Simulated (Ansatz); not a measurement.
Start from `[Cl][In]([Cl])[SeH]` and change one atom or group to get `C[O][In]([Cl])[Cl]`.

Ansatz, PBE0-D4/def2-TZVP geometries, multiplicity 1. Each molecule was computed in one conformer, which needn't be the lowest.

Elements past krypton have def2 core potentials. Scalar relativity is left out up to krypton. Spin–orbit coupling is left out; it splits and shifts lone-pair levels of the heavy atoms by tenths of an eV.

```
                                                                                  property  `[Cl][In]([Cl])[SeH]`
                                                         LUMO energy (PBE/def2-TZVPP) / eV                  -3.34
                                                      HOMO–LUMO gap (PBE0/def2-TZVPP) / eV                   5.41
                                            zero-point energy (PBE0-D4/def2-TZVP) / kJ/mol                   27.0
ideal-gas entropy at 298 K and 1 bar (rigid rotor, harmonic PBE0-D4/def2-TZVP) / J/(mol·K)                    379
                                                     HOMO–LUMO gap (B3LYP/def2-TZVPP) / eV                   4.88
                                                       HOMO energy (B3LYP/def2-TZVPP) / eV                  -7.68
```

Q: Give the same properties after the change, and the shifts. (Estimate.)

A: The calculation gave: 
| property | `C[O][In]([Cl])[Cl]` | shift |
| --- | --- | --- |
| LUMO energy (PBE/def2-TZVPP) / eV | -3.40 | -0.06 |
| HOMO–LUMO gap (PBE0/def2-TZVPP) / eV | 5.71 | 0.30 |
| zero-point energy (PBE0-D4/def2-TZVP) / kJ/mol | 113.9 | 86.9 |
| ideal-gas entropy at 298 K and 1 bar (rigid rotor, harmonic PBE0-D4/def2-TZVP) / J/(mol·K) | 403 | 24 |
| HOMO–LUMO gap (B3LYP/def2-TZVPP) / eV | 5.16 | 0.28 |
| HOMO energy (B3LYP/def2-TZVPP) / eV | -7.99 | -0.31 |

The zero-point energy changes by 86.9 kJ/mol with +9 modes. Modes under 60 cm⁻¹, often nearly free rotors, make the harmonic entropy too high.

B3LYP here is the variant with VWN-RPA as its local correlation; programs differ in this.
